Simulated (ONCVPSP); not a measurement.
## PBE ONCV dataset for nitrogen, non-relativistic all-electron reference.

ONCVPSP 4.0.1 was run on this input:

```
# ATOM AND REFERENCE CONFIGURATION
# atsym  z   nc   nv     iexc    psfile
  N 7.00    1    2        4      upf
#
#   n    l    f
    1    0    2.00
    2    0    2.00
    2    1    3.00
#
# PSEUDOPOTENTIAL AND OPTIMIZATION
# lmax
    1
#
#   l,   rc,      ep,       ncon, nbas, qcut
    0    0.70    0.00    3    7    9.70
    1    1.35    0.00    4    9    8.70
#
# LOCAL POTENTIAL
# lloc, lpopt,  rc(5),   dvloc0
    0    5    0.70    0.00
#
# VANDERBILT-KLEINMAN-BYLANDER PROJECTORs
# l, nproj, debl
    0    0    2.70
    1    2    1.00
#
# MODEL CORE CHARGE
# icmod, fcfact, rcfact
    3    1.75    1.35
#
# LOG DERIVATIVE ANALYSIS
# epsh1, epsh2, depsh
   -2.00    5.00    0.02
#
# OUTPUT GRID
# rlmax, drl
    6.00    0.01
#
# TEST CONFIGURATIONS
# ncnf
    4
# nvcnf
#   n    l    f
    2
    2    0    2.00
    2    1    2.00
#
    2
    2    0    2.00
    2    1    1.00
#
    2
    2    0    2.00
    2    1    0.00
#
    2
    2    0    1.00
    2    1    3.00
#
```

Command:

```bash
oncvpspnr.x < N.dat > N.out
```

The program printed (shortened: citation, most of the input echo, consistency checks and plot data are left out):

```
ONCVPSP  (Optimized Norm-Conservinng Vanderbilt PSeudopotential)
scalar-relativistic version 4.0.1

#   n    l    f        energy (Ha)
    1    0    2.00    -1.4129239E+01
    2    0    2.00    -6.8198129E-01
    2    1    3.00    -2.6072515E-01

Reference configufation results
  iterations    23
  all-electron total energy (Ha)   -5.44209729D+01

Begin loop to  construct optimized pseudo wave functions
and semi-local pseudopoentials for all angular momenta

Calculating optimized projector #   1

 for l=   0

    Fraction of norm inside rc  0.113464
    Optimizing pswf for qcut=   9.69 a_B^-1,  ecut=  46.93 Ha
    Residual kinetic energy error=  3.08D-04 Ha

    Energy error per electron        Cutoff
         Ha          eV             Ha
         0.01000     0.27211       19.75
         0.00100     0.02721       29.80
         0.00010     0.00272      250.76
         0.00001     0.00027      441.05

   Wellstate for l =  1  n =  3
     eigenvalue =   0.7393
     asymptotic potential =   1.2393
     half-point radius =  3.4066

Calculating optimized projector #   1

 for l=   1

    Fraction of norm inside rc  0.526365
    Optimizing pswf for qcut=   8.70 a_B^-1,  ecut=  37.87 Ha
    Residual kinetic energy error=  1.51D-05 Ha

    Energy error per electron        Cutoff
         Ha          eV             Ha
         0.01000     0.27211       20.90
         0.00100     0.02721       28.01
         0.00010     0.00272       33.39
         0.00001     0.00027       45.51

Calculating optimized projector #   2

 for l=   1

    Fraction of norm inside rc  0.166440
    Optimizing pswf for qcut=   8.70 a_B^-1,  ecut=  37.87 Ha
    Residual kinetic energy error=  2.11D-05 Ha

    Energy error per electron        Cutoff
         Ha          eV             Ha
         0.01000     0.27211       20.59
         0.00100     0.02721       28.36
         0.00010     0.00272       34.25
         0.00001     0.00027       40.59

Construct Vanderbilt / Kleinmman-Bylander projectors

B matrix Hermiticity error, ll=   1
   1   2   -6.8837E-09

  Orthonormal projector coefficients -9.3239E+00 -1.2984E+00

Model core correction analysis
  based on d2Exc/dn_idn_j

d2excae - all-electron derivatives

   -5.191149D-02   -4.406580D-02
   -4.406874D-02   -4.150597D-02

d2excps - pseudofunction derivatives with no core correction

   -5.082108D-02   -4.605547D-02
   -4.605682D-02   -4.394326D-02

rms 2nd derivative error    1.939108E-03

rmatch, rhocmatch    0.4580    5.6595

Teter function model core charge with specified parameters

d2excps - pseudofunction derivatives with core correction

   -5.050971D-02   -4.550083D-02
   -4.550237D-02   -4.326541D-02

rms 2nd derivative error    1.514528E-03

Pseudoatom total energy   -9.635265

Diagnostic tests using Vanderbilt-Kleinman-Bylander pseudopotentials
  1 or more projectors used as specified by nproj input data

   l    rcore       rmatch      e in        delta e   norm test  slope test

   0   0.7004018   0.7216675  -0.6819813  -0.0000524   0.9999487   1.0000727

   1   1.3524621   1.3935258  -0.2607251  -0.0000000   1.0000000   1.0000000
   1   1.3524621   1.3935258   0.7392749   0.0000000   1.0000000   1.0000000

 Testing for bound ghosts
   n   l    E NL Schr. Eq   E Basis Diag.   E Cutoff

   2   1       -0.260725       -0.246202    215.48

 Testing for highly-localized positive-energy ghosts
       l    <radius>/rc     E Basis Diag.   E Cutoff

Test configuration 0

   n   l     f        eae           eps        diff
   1   0  2.0000  -14.12923920
   2   0  2.0000   -0.68198129   -0.68203366   -5.24D-05
   2   1  3.0000   -0.26072515   -0.26072515   -6.52D-09

    Total energies and differences
      AE_ref= -5.44209729D+01  AE_tst= -5.44209729D+01  dif=  0.00D+00
      PS_ref= -9.63526495D+00  PS_tst= -9.63526495D+00  dif= -2.13D-14
      PSP excitation error=  2.13D-14

Test configuration 1

   n   l     f        eae           eps        diff
   1   0  2.0000  -14.75249381
   2   0  2.0000   -1.19191688   -1.19180592    1.11D-04
   2   1  2.0000   -0.76046786   -0.75921208    1.26D-03

    Total energies and differences
      AE_ref= -5.44209729D+01  AE_tst= -5.39212953D+01  dif=  5.00D-01
      PS_ref= -9.63526495D+00  PS_tst= -9.13601065D+00  dif=  4.99D-01
      PSP excitation error=  4.23D-04

Test configuration 2

   n   l     f        eae           eps        diff
   1   0  2.0000  -15.56777800
   2   0  2.0000   -1.80531178   -1.80285018    2.46D-03
   2   1  1.0000   -1.37863810   -1.37150758    7.13D-03

    Total energies and differences
      AE_ref= -5.44209729D+01  AE_tst= -5.28607623D+01  dif=  1.56D+00
      PS_ref= -9.63526495D+00  PS_tst= -8.07905994D+00  dif=  1.56D+00
      PSP excitation error=  4.01D-03

Test configuration 3

   n   l     f        eae           eps        diff
   1   0  2.0000  -16.55862744
   2   0  2.0000   -2.50194526   -2.48990885    1.20D-02

    Total energies and differences
      AE_ref= -5.44209729D+01  AE_tst= -5.11304465D+01  dif=  3.29D+00
      PS_ref= -9.63526495D+00  PS_tst= -6.36361490D+00  dif=  3.27D+00
      PSP excitation error=  1.89D-02

Test configuration 4

   n   l     f        eae           eps        diff
   1   0  2.0000  -14.75900396
   2   0  1.0000   -1.19591573   -1.19659958   -6.84D-04
   2   1  3.0000   -0.76395778   -0.76435754   -4.00D-04

    Total energies and differences
      AE_ref= -5.44209729D+01  AE_tst= -5.34895860D+01  dif=  9.31D-01
      PS_ref= -9.63526495D+00  PS_tst= -8.70358973D+00  dif=  9.32D-01
      PSP excitation error= -2.88D-04
```

oncvpspnr.x prints “scalar-relativistic version” in its banner although the run is non-relativistic.

The run took about 1.4 s on one core of a shared server CPU.
